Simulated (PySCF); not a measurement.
CClF3, charge -1, sextet, at the geometry of the source list (a state made from the parent by changing its charge; the spin is typed, not shown lowest) (a gas-phase anion, which may not be bound at this level); PySCF with HF/6-31G.

PySCF was given this input:
```python
from pyscf import gto, scf

mol = gto.M(
    atom='''
F    -0.57610000   -0.63500000   -1.04370000
C    -0.07440000   -0.00180000    0.00350000
F    -0.57130000    1.22370000    0.02310000
F    -0.47540000   -0.62840000    1.09700000
Cl    1.69720000    0.04150000   -0.08000000
''',
    basis='6-31g',
    charge=-1,
    spin=5,
    verbose=4,
)

mf = scf.ROHF(mol)
mf.kernel()
```

Task: What does PySCF print? Leave out banner, timings and long lists.

Result: 
```
PySCF version 2.14.0

[INPUT] verbose = 4
[INPUT] num. atoms = 5
[INPUT] num. electrons = 51
[INPUT] charge = -1
[INPUT] spin (= nelec alpha-beta = 2S) = 5
[INPUT] symmetry False subgroup None
[INPUT] Mole.unit = angstrom
[INPUT] Symbol           X                Y                Z      unit          X                Y                Z       unit  Magmom
[INPUT]  1 F     -0.576100000000  -0.635000000000  -1.043700000000 AA   -1.088671220362  -1.199976089099  -1.972307156209 Bohr   0.0
[INPUT]  2 C     -0.074400000000  -0.001800000000   0.003500000000 AA   -0.140595623668  -0.003401507024   0.006614041436 Bohr   0.0
[INPUT]  3 F     -0.571300000000   1.223700000000   0.023100000000 AA   -1.079600534964   2.312457858630   0.043652673477 Bohr   0.0
[INPUT]  4 F     -0.475400000000  -0.628400000000   1.097000000000 AA   -0.898375799618  -1.187503896677   2.073029558648 Bohr   0.0
[INPUT]  5 Cl     1.697200000000   0.041500000000  -0.080000000000 AA    3.207243178612   0.078423634169  -0.151178089965 Bohr   0.0

nuclear repulsion = 250.120071998913
number of shells = 27
number of NR pGTOs = 134
number of NR cGTOs = 49
basis = 6-31g
ecp = {}

******** <class 'pyscf.scf.rohf.ROHF'> ********
method = ROHF
initial guess = minao
damping factor = 0
level_shift factor = 0
DIIS = <class 'pyscf.scf.diis.CDIIS'>
diis_start_cycle = 1
diis_space = 8
diis_damp = 0
SCF conv_tol = 1e-09
SCF conv_tol_grad = None
SCF max_cycles = 50
direct_scf = True
direct_scf_tol = 1e-13
num. doubly occ = 23  num. singly occ = 5
Set gradient conv threshold to 3.16228e-05
init E= -796.446734146011
  HOMO = 0.350019132073798  LUMO = 0.355989895018979  gap/eV = 0.16247
cycle= 1 E= -794.153720461633  delta_E= 2.29  |g|= 0.813  |ddm|= 8.94

WARN: HOMO 0.593868459425782 >= LUMO 0.550488396487976

cycle= 2 E= -793.484863974591  delta_E= 0.669  |g|= 1.49  |ddm|= 2.55
  HOMO = 0.527856528868176  LUMO = 0.677095893867849  gap/eV = 4.06101
cycle= 3 E= -794.27391347716  delta_E= -0.789  |g|= 0.437  |ddm|= 2.41
  HOMO = 0.565140428558179  LUMO = 0.672992022762796  gap/eV = 2.93479
cycle= 4 E= -794.321719304349  delta_E= -0.0478  |g|= 0.231  |ddm|= 0.562
  HOMO = 0.564522573231694  LUMO = 0.641638322757703  gap/eV = 2.09843
cycle= 5 E= -794.3357730646  delta_E= -0.0141  |g|= 0.0942  |ddm|= 0.425
  HOMO = 0.569771302912762  LUMO = 0.628758660135504  gap/eV = 1.60513
cycle= 6 E= -794.3387000112  delta_E= -0.00293  |g|= 0.0307  |ddm|= 0.255
  HOMO = 0.573763337287685  LUMO = 0.626010964740946  gap/eV = 1.42173
cycle= 7 E= -794.33964049988  delta_E= -0.00094  |g|= 0.0146  |ddm|= 0.147
  HOMO = 0.571532828011234  LUMO = 0.627808563119417  gap/eV = 1.53134
cycle= 8 E= -794.339786510316  delta_E= -0.000146  |g|= 0.00533  |ddm|= 0.0525
  HOMO = 0.570838105562339  LUMO = 0.628955566278809  gap/eV = 1.58146
cycle= 9 E= -794.339808586888  delta_E= -2.21e-05  |g|= 0.00198  |ddm|= 0.0256
  HOMO = 0.570988638219383  LUMO = 0.629080319504155  gap/eV = 1.58076
cycle= 10 E= -794.339815564619  delta_E= -6.98e-06  |g|= 0.00129  |ddm|= 0.0162
  HOMO = 0.570939941513807  LUMO = 0.628876908056303  gap/eV = 1.57655
cycle= 11 E= -794.339817893775  delta_E= -2.33e-06  |g|= 0.000739  |ddm|= 0.00622
  HOMO = 0.57094674622872  LUMO = 0.628929111571897  gap/eV = 1.57778
cycle= 12 E= -794.339819098196  delta_E= -1.2e-06  |g|= 0.000643  |ddm|= 0.00378
  HOMO = 0.570925106134821  LUMO = 0.628975896186097  gap/eV = 1.57964
cycle= 13 E= -794.339820350067  delta_E= -1.25e-06  |g|= 0.000612  |ddm|= 0.003
  HOMO = 0.570897329709868  LUMO = 0.628994765778995  gap/eV = 1.58091
cycle= 14 E= -794.339821486304  delta_E= -1.14e-06  |g|= 0.000626  |ddm|= 0.0037
  HOMO = 0.570916074390787  LUMO = 0.628995215210492  gap/eV = 1.58041
cycle= 15 E= -794.339821188412  delta_E= 2.98e-07  |g|= 0.000521  |ddm|= 0.00343
  HOMO = 0.570899223270983  LUMO = 0.628963059378133  gap/eV = 1.58000
cycle= 16 E= -794.339819023576  delta_E= 2.16e-06  |g|= 0.00047  |ddm|= 0.0105
  HOMO = 0.570959667807642  LUMO = 0.628922526464709  gap/eV = 1.57725
cycle= 17 E= -794.339816825075  delta_E= 2.2e-06  |g|= 0.000318  |ddm|= 0.0271
  HOMO = 0.570949417225204  LUMO = 0.628919085282669  gap/eV = 1.57744
cycle= 18 E= -794.339815874369  delta_E= 9.51e-07  |g|= 0.000128  |ddm|= 0.03
  HOMO = 0.570934377482858  LUMO = 0.628932579805084  gap/eV = 1.57821
cycle= 19 E= -794.339815859606  delta_E= 1.48e-08  |g|= 7.97e-05  |ddm|= 0.00465
  HOMO = 0.570930859703737  LUMO = 0.628936245989698  gap/eV = 1.57841
cycle= 20 E= -794.339815848923  delta_E= 1.07e-08  |g|= 4.77e-05  |ddm|= 0.00158
  HOMO = 0.570925632198861  LUMO = 0.628938296904908  gap/eV = 1.57861
cycle= 21 E= -794.339815839067  delta_E= 9.86e-09  |g|= 1.86e-05  |ddm|= 0.00234
  HOMO = 0.570926704737282  LUMO = 0.628936479782601  gap/eV = 1.57853
cycle= 22 E= -794.339815840124  delta_E= -1.06e-09  |g|= 1.34e-05  |ddm|= 0.000476
  HOMO = 0.570925189091113  LUMO = 0.628938096618421  gap/eV = 1.57861
cycle= 23 E= -794.339815840246  delta_E= -1.22e-10  |g|= 6.54e-06  |ddm|= 9.86e-05
  HOMO = 0.570924765164932  LUMO = 0.628939892205923  gap/eV = 1.57867
Extra cycle  E= -794.339815840243  delta_E= 2.73e-12  |g|= 7.3e-06  |ddm|= 3.29e-05
converged SCF energy = -794.339815840243
```
